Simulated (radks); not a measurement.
Question: Tc12+, configuration [Ar] 3d10 4s1 4p(1/2: 2, 3/2: 0) (not the ground configuration). All-electron calculation, Dirac Kohn-Sham, BLYP, spin-unpolarised, spherical densities, finite nucleus; Fermi nuclear charge, rms radius 4.4112 fm. Program: a radial shooting solver on a logarithmic mesh with Libxc functionals. Some entries of the table are withheld. Estimate them.

orbital  occ.  eigenvalue (hartree)  <1/r> (bohr^-1)  r(max) (bohr)
1s1/2       2             -775.8994            44.71        0.02228
2s1/2       2             -118.4461            10.21         0.1262
2p1/2       2             -109.9739            10.19        0.09808
2p3/2       4             -105.6193            9.675         0.1020
3s1/2       2             -27.80717            3.530         0.3713
3p1/2       2             -24.54703            3.435         0.3579
3p3/2       4             -23.80696            3.312         0.3673
3d3/2       4             -18.04788            3.140            (1)
3d5/2       6             -17.90376            3.108            (2)
4s1/2       1             -10.35245            1.477         0.8928
4p1/2       2              -9.25537            1.402            (3)
4p3/2       0              -9.09248            1.370            (4)

Answer: 
(1) 3d3/2 r(max) (bohr): 0.3073
(2) 3d5/2 r(max) (bohr): 0.3100
(3) 4p1/2 r(max) (bohr): 0.9229
(4) 4p3/2 r(max) (bohr): 0.9408
